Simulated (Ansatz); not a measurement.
Harmonic frequencies (cm⁻¹) at PBE0-D4/def2-TZVP from Ansatz: 20, 75, 105, 139, 173, 210, 385, 437, 455, 574, 582, 670, 729, 794, 917, 929, 948, 992, 1159, 1887, 2220, 2226, 2266, 3115.

Each molecule was computed in one conformer, which needn't be the lowest.

Task: Which molecule is it?
A. `[OH][Al]([OH])[CH]1B[SiH2]1`
B. `[F][InH][CH]([SiH3])Cl`
C. `ClC1(Cl)CC1`
D. `[SiH3][S][SnH3]`

Result: B.
